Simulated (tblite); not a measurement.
Record of a relaxation.

C12H15F.
Atom-mapped SMILES: `[CH2:1]=[CH:2][C:3]1=[CH:4][C@@H:5]([F:6])[CH:7]=[C:8]1[CH:9]1[CH2:10][CH2:11][CH2:12][CH2:13]1` (hydrogens: H14, H15 on C1; H16 on C2; H17 on C4; H18 on C5; H19 on C7; H20 on C9; H21, H22 on C10; H23, H24 on C11; H25, H26 on C12; H27, H28 on C13)

Computed with GFN2-xTB (tblite), gas phase: L-BFGS steps from a force-field or distance-geometry start until the largest atomic force falls under 0.01 eV/Å. 7 of its 109 geometries are shown.

Step 0: E = -1034.5790 eV, largest atomic force 1.124 eV/Å
```
atom  x, y, z in Å  |  force x, y, z in eV/Å
C1      1.729    2.452   -0.752   -0.208   0.467  -0.101
C2      2.266    1.395   -0.167    0.254   0.647   0.559
C3      1.904    0.016   -0.405    0.122   0.012   0.112
C4      2.827   -0.923   -0.616    0.852  -0.273  -0.005
C5      2.188   -2.260   -0.827   -0.191   0.673  -0.655
F6      2.581   -3.159    0.098    0.440  -0.899   0.512
C7      0.741   -1.930   -0.688   -0.761   0.510   0.261
C8      0.583   -0.618   -0.418   -0.724  -0.467  -0.204
C9     -0.705    0.104   -0.157   -0.229  -0.102   0.120
C10    -2.002   -0.716   -0.299    0.237  -0.186  -0.357
C11    -3.054    0.175    0.335   -0.197   0.152  -0.017
C12    -2.340    0.865    1.496   -0.180   0.444   0.360
C13    -0.845    0.633    1.288    0.555   0.258  -0.004
H14     0.934    2.361   -1.491    0.285   0.073   0.253
H15     2.066    3.465   -0.518   -0.172  -0.468  -0.185
H16     3.086    1.545    0.557   -0.410  -0.138  -0.436
H17     3.897   -0.779   -0.620   -0.156  -0.082  -0.035
H18     2.415   -2.661   -1.828    0.079  -0.119   0.075
H19    -0.034   -2.677   -0.746    0.169   0.099   0.003
H20    -0.781    0.951   -0.851    0.061  -0.028   0.116
H21    -2.238   -0.934   -1.343    0.082  -0.062   0.081
H22    -1.940   -1.658    0.250    0.140   0.096  -0.028
H23    -3.920   -0.382    0.683   -0.090  -0.091  -0.063
H24    -3.403    0.920   -0.386    0.026  -0.065   0.018
H25    -2.650    0.459    2.461   -0.035  -0.003  -0.094
H26    -2.581    1.937    1.511    0.088  -0.212   0.001
H27    -0.268    1.556    1.442   -0.068  -0.257  -0.065
H28    -0.479   -0.109    2.005    0.030   0.018  -0.221
```

Step 18: E = -1034.6982 eV, largest atomic force 0.087 eV/Å
```
atom  x, y, z in Å  |  force x, y, z in eV/Å
C1      1.668    2.460   -0.746   -0.028   0.001   0.018
C2      2.224    1.417   -0.147    0.018  -0.024  -0.002
C3      1.907    0.011   -0.374   -0.009   0.020   0.038
C4      2.835   -0.945   -0.548   -0.011  -0.001   0.001
C5      2.161   -2.257   -0.805    0.003  -0.058  -0.010
F6      2.593   -3.273    0.023    0.021  -0.027   0.007
C7      0.709   -1.926   -0.636   -0.009   0.048  -0.002
C8      0.564   -0.612   -0.422    0.026   0.060  -0.007
C9     -0.703    0.132   -0.180   -0.014   0.001   0.005
C10    -1.975   -0.704   -0.318   -0.040  -0.002   0.018
C11    -3.040    0.180    0.327    0.004   0.015   0.018
C12    -2.317    0.874    1.496    0.020  -0.004  -0.008
C13    -0.814    0.642    1.268   -0.004   0.006  -0.010
H14     0.877    2.366   -1.469   -0.002  -0.026  -0.024
H15     2.009    3.460   -0.541   -0.041   0.028   0.002
H16     3.042    1.583    0.544    0.020  -0.024  -0.019
H17     3.902   -0.830   -0.570    0.001  -0.001   0.050
H18     2.360   -2.607   -1.828    0.038  -0.016  -0.077
H19    -0.055   -2.674   -0.715    0.012  -0.013   0.017
H20    -0.763    0.986   -0.861   -0.006  -0.009   0.008
H21    -2.208   -0.961   -1.351    0.012   0.010   0.004
H22    -1.865   -1.621    0.260   -0.015  -0.025  -0.019
H23    -3.901   -0.397    0.662    0.009   0.027  -0.019
H24    -3.390    0.923   -0.393   -0.005  -0.018   0.011
H25    -2.626    0.451    2.452   -0.006   0.033  -0.015
H26    -2.548    1.939    1.512   -0.007  -0.021   0.023
H27    -0.226    1.544    1.431    0.008  -0.004  -0.006
H28    -0.442   -0.133    1.941    0.003   0.023  -0.006
```

Step 36: E = -1034.7060 eV, largest atomic force 0.028 eV/Å
```
atom  x, y, z in Å  |  force x, y, z in eV/Å
C1      1.626    2.438   -0.735    0.005   0.003  -0.012
C2      2.224    1.412   -0.146   -0.001   0.004   0.018
C3      1.916    0.005   -0.360   -0.009  -0.004   0.006
C4      2.843   -0.957   -0.510    0.002   0.008  -0.010
C5      2.169   -2.260   -0.809    0.005  -0.003  -0.002
F6      2.594   -3.311   -0.024    0.001  -0.006   0.009
C7      0.717   -1.925   -0.644   -0.009  -0.011  -0.021
C8      0.572   -0.612   -0.429   -0.012  -0.013   0.011
C9     -0.700    0.128   -0.184   -0.012  -0.006   0.005
C10    -1.978   -0.701   -0.320   -0.022   0.013   0.011
C11    -3.034    0.192    0.329    0.000   0.014   0.013
C12    -2.305    0.883    1.496    0.000   0.004  -0.004
C13    -0.803    0.651    1.260   -0.008   0.002  -0.002
H14     0.833    2.310   -1.451   -0.027   0.002   0.000
H15     1.932    3.451   -0.542    0.003   0.014  -0.002
H16     3.057    1.593    0.522    0.017   0.001   0.013
H17     3.911   -0.851   -0.492    0.007   0.016   0.009
H18     2.377   -2.565   -1.848    0.006  -0.006  -0.004
H19    -0.043   -2.676   -0.722   -0.022  -0.008  -0.008
H20    -0.769    0.981   -0.867    0.010  -0.017  -0.009
H21    -2.216   -0.947   -1.354    0.019  -0.006   0.012
H22    -1.877   -1.626    0.250    0.003   0.010  -0.011
H23    -3.901   -0.375    0.666    0.016   0.005  -0.008
H24    -3.380    0.937   -0.389    0.008  -0.014  -0.001
H25    -2.612    0.460    2.453    0.012   0.009  -0.013
H26    -2.536    1.948    1.517   -0.003  -0.008   0.008
H27    -0.215    1.556    1.407    0.001  -0.011   0.003
H28    -0.424   -0.113    1.941    0.010   0.007  -0.012
```

Step 54: E = -1034.7076 eV, largest atomic force 0.020 eV/Å
```
atom  x, y, z in Å  |  force x, y, z in eV/Å
C1      1.610    2.432   -0.723    0.002   0.006   0.007
C2      2.215    1.409   -0.136    0.005   0.004  -0.006
C3      1.909    0.001   -0.348   -0.002  -0.006  -0.013
C4      2.841   -0.956   -0.498   -0.001  -0.006   0.008
C5      2.174   -2.260   -0.813    0.002   0.002  -0.002
F6      2.590   -3.310   -0.022   -0.005  -0.002  -0.004
C7      0.717   -1.930   -0.666    0.006  -0.004   0.003
C8      0.568   -0.619   -0.436   -0.015  -0.009   0.010
C9     -0.702    0.121   -0.190   -0.012  -0.002   0.001
C10    -1.982   -0.705   -0.312   -0.006  -0.002   0.000
C11    -3.030    0.200    0.331    0.004  -0.001   0.000
C12    -2.296    0.889    1.495    0.002  -0.003  -0.002
C13    -0.795    0.658    1.249   -0.002   0.001   0.000
H14     0.800    2.303   -1.420    0.007  -0.002   0.000
H15     1.923    3.446   -0.545   -0.002   0.009   0.012
H16     3.059    1.590    0.518    0.007   0.013  -0.002
H17     3.908   -0.843   -0.464    0.000  -0.005  -0.004
H18     2.399   -2.563   -1.849    0.004  -0.001   0.006
H19    -0.041   -2.682   -0.760    0.001   0.016  -0.003
H20    -0.775    0.966   -0.882    0.008  -0.006  -0.008
H21    -2.220   -0.960   -1.344   -0.009  -0.002   0.002
H22    -1.881   -1.626    0.263   -0.003   0.006   0.008
H23    -3.903   -0.356    0.669    0.005   0.003  -0.007
H24    -3.366    0.944   -0.393   -0.003  -0.008   0.002
H25    -2.596    0.462    2.451    0.003   0.008  -0.003
H26    -2.529    1.953    1.522    0.001  -0.008   0.002
H27    -0.206    1.563    1.384   -0.007   0.003   0.001
H28    -0.411   -0.100    1.934    0.009  -0.001  -0.008
```

Step 72: E = -1034.7087 eV, largest atomic force 0.023 eV/Å
```
atom  x, y, z in Å  |  force x, y, z in eV/Å
C1      1.602    2.437   -0.696    0.004  -0.002   0.004
C2      2.216    1.406   -0.133   -0.001   0.000   0.008
C3      1.908    0.000   -0.349   -0.006  -0.008  -0.007
C4      2.839   -0.960   -0.489   -0.003  -0.006  -0.002
C5      2.175   -2.263   -0.813   -0.002  -0.002  -0.003
F6      2.574   -3.314   -0.016    0.007   0.002   0.000
C7      0.717   -1.929   -0.683   -0.002  -0.005   0.001
C8      0.566   -0.620   -0.448   -0.017  -0.005  -0.012
C9     -0.708    0.116   -0.207   -0.007   0.013   0.000
C10    -1.986   -0.717   -0.302    0.005   0.000   0.007
C11    -3.029    0.201    0.334    0.000  -0.005  -0.003
C12    -2.287    0.893    1.490   -0.003  -0.004   0.000
C13    -0.789    0.672    1.225    0.001   0.002   0.008
H14     0.782    2.319   -1.383   -0.001   0.000   0.009
H15     1.917    3.449   -0.505    0.000   0.001  -0.005
H16     3.071    1.582    0.508    0.009   0.004   0.004
H17     3.906   -0.848   -0.446   -0.001   0.000   0.000
H18     2.416   -2.567   -1.845   -0.003   0.002   0.001
H19    -0.044   -2.677   -0.791    0.001   0.000   0.005
H20    -0.791    0.946   -0.914    0.010   0.019  -0.008
H21    -2.235   -0.995   -1.326   -0.003   0.008   0.011
H22    -1.878   -1.623    0.294   -0.006  -0.010  -0.002
H23    -3.906   -0.345    0.677    0.001  -0.007  -0.005
H24    -3.360    0.942   -0.396    0.001  -0.008  -0.009
H25    -2.573    0.459    2.448    0.002   0.000   0.002
H26    -2.530    1.955    1.526    0.005  -0.003  -0.010
H27    -0.205    1.583    1.342   -0.008   0.008  -0.002
H28    -0.390   -0.075    1.912    0.016   0.006   0.009
```

Step 90: E = -1034.7119 eV, largest atomic force 0.017 eV/Å
```
atom  x, y, z in Å  |  force x, y, z in eV/Å
C1      1.596    2.442   -0.587    0.001   0.004  -0.004
C2      2.237    1.384   -0.110    0.005   0.008  -0.006
C3      1.907   -0.011   -0.351   -0.001  -0.008   0.002
C4      2.832   -0.978   -0.491    0.001  -0.007   0.002
C5      2.162   -2.275   -0.822   -0.001  -0.001  -0.002
F6      2.550   -3.328   -0.021   -0.001  -0.004  -0.003
C7      0.706   -1.931   -0.703    0.002  -0.003  -0.006
C8      0.562   -0.621   -0.468   -0.014  -0.007  -0.003
C9     -0.716    0.118   -0.249   -0.004   0.009   0.012
C10    -1.981   -0.741   -0.284    0.013  -0.005  -0.001
C11    -3.029    0.174    0.343    0.003  -0.012  -0.012
C12    -2.281    0.902    1.471   -0.008  -0.003  -0.004
C13    -0.783    0.757    1.151   -0.007   0.009   0.010
H14     0.729    2.359   -1.218   -0.006   0.001   0.000
H15     1.934    3.443   -0.378    0.008   0.003  -0.003
H16     3.136    1.530    0.477    0.014   0.004   0.000
H17     3.899   -0.875   -0.436    0.004  -0.002   0.001
H18     2.407   -2.583   -1.852   -0.003   0.008   0.003
H19    -0.059   -2.674   -0.818    0.003   0.007  -0.002
H20    -0.816    0.902   -1.006   -0.002   0.000   0.002
H21    -2.246   -1.058   -1.292   -0.003   0.001   0.001
H22    -1.841   -1.625    0.338   -0.005  -0.002   0.010
H23    -3.892   -0.379    0.711   -0.005   0.002   0.001
H24    -3.382    0.892   -0.399    0.005  -0.001  -0.004
H25    -2.509    0.451    2.436    0.003  -0.001  -0.002
H26    -2.576    1.950    1.519   -0.003  -0.003   0.004
H27    -0.263    1.713    1.185    0.005  -0.001   0.003
H28    -0.302    0.090    1.867   -0.005   0.003  -0.001
```

Step 108: E = -1034.7132 eV, largest atomic force 0.008 eV/Å
```
atom  x, y, z in Å  |  force x, y, z in eV/Å
C1      1.610    2.445   -0.574    0.000   0.000  -0.002
C2      2.258    1.382   -0.116    0.001   0.000  -0.001
C3      1.912   -0.012   -0.343   -0.002  -0.003   0.002
C4      2.832   -0.984   -0.484   -0.001  -0.001   0.000
C5      2.155   -2.275   -0.827   -0.001   0.001  -0.001
F6      2.538   -3.342   -0.043    0.001   0.003   0.000
C7      0.702   -1.924   -0.705    0.001  -0.002   0.007
C8      0.563   -0.615   -0.460   -0.005  -0.002  -0.001
C9     -0.717    0.121   -0.243    0.000   0.002   0.000
C10    -1.974   -0.751   -0.272    0.005   0.002  -0.002
C11    -3.032    0.164    0.337    0.002  -0.004  -0.001
C12    -2.296    0.898    1.468    0.000   0.000   0.000
C13    -0.795    0.777    1.149    0.000   0.001   0.000
H14     0.718    2.370   -1.171   -0.003  -0.002   0.001
H15     1.969    3.442   -0.383    0.000  -0.001   0.002
H16     3.179    1.523    0.435    0.005   0.000   0.001
H17     3.900   -0.888   -0.428    0.001   0.003  -0.001
H18     2.398   -2.567   -1.862   -0.002  -0.002   0.001
H19    -0.067   -2.662   -0.826    0.003   0.002   0.001
H20    -0.823    0.895   -1.010   -0.004   0.001   0.000
H21    -2.232   -1.085   -1.276    0.001   0.000   0.002
H22    -1.828   -1.624    0.365   -0.006   0.005   0.000
H23    -3.898   -0.387    0.701   -0.004  -0.001  -0.004
H24    -3.377    0.877   -0.414    0.003   0.001   0.003
H25    -2.517    0.437    2.430    0.003  -0.001   0.002
H26    -2.607    1.940    1.524   -0.001   0.001  -0.001
H27    -0.292    1.742    1.169    0.000   0.002  -0.001
H28    -0.301    0.130    1.875    0.000  -0.005  -0.002
```

**Question.** Summarise the path.

**Answer.** The energy falls by 0.1342 eV from step 0 to step 108; nine tenths of that is first reached at step 20. It falls at every step. The largest force goes from 1.124 to 0.008 eV/Å. Among the bonds C5–F6 changes most, from 1.348 to 1.379 Å; the atoms move by 0.167 Å rms after alignment.

**Question.** Follow the three bonds and two angles with the largest change from start to end.

**Answer.** 
```
step  E above end (eV)  largest force (eV/Å)  C5–F6 (Å)  C2–H16 (Å)  C3–C8 (Å)  F6–C5–H18 (°)  F6–C5–C7 (°)
   0            0.1342                 1.124      1.348       1.104      1.466          108.7         111.5
   5            0.0423                 0.143      1.384       1.082      1.486          105.6         112.1
   9            0.0308                 0.124      1.383       1.085      1.485          104.7         112.5
  14            0.0200                 0.099      1.382       1.084      1.482          105.7         113.6
  19            0.0140                 0.065      1.379       1.083      1.480          105.6         113.5
  23            0.0113                 0.051      1.379       1.083      1.479          105.7         113.7
  28            0.0093                 0.042      1.379       1.084      1.481          105.5         113.8
  33            0.0079                 0.040      1.379       1.084      1.482          105.6         114.0
  38            0.0068                 0.029      1.379       1.083      1.481          105.6         113.9
  42            0.0063                 0.021      1.378       1.084      1.481          105.6         113.9
  47            0.0061                 0.015      1.379       1.083      1.481          105.5         113.9
  52            0.0057                 0.018      1.378       1.084      1.481          105.5         113.9
  56            0.0054                 0.022      1.379       1.083      1.480          105.6         113.7
  61            0.0050                 0.013      1.379       1.084      1.481          105.5         113.7
  66            0.0049                 0.010      1.379       1.084      1.481          105.5         113.7
  70            0.0047                 0.016      1.379       1.084      1.481          105.5         113.7
  75            0.0041                 0.033      1.380       1.083      1.481          105.5         113.6
  80            0.0026                 0.042      1.379       1.084      1.482          105.5         113.8
  85            0.0016                 0.025      1.379       1.084      1.482          105.5         113.7
  89            0.0013                 0.015      1.379       1.083      1.482          105.5         113.7
  94            0.0010                 0.020      1.379       1.084      1.482          105.6         113.8
  99            0.0005                 0.021      1.379       1.083      1.482          105.5         113.8
 103            0.0002                 0.017      1.379       1.084      1.482          105.5         113.8
 108            0.0000                 0.008      1.379       1.083      1.482          105.5         113.8
```

What follows is the cost of the whole relaxation. Hardware: 2 threads, Intel Xeon Platinum 8375C at 2.90 GHz (x86_64), shared host with 64 logical CPUs at a one-minute load of 34. Cost: 2.0 s wall, 4.0 s CPU.
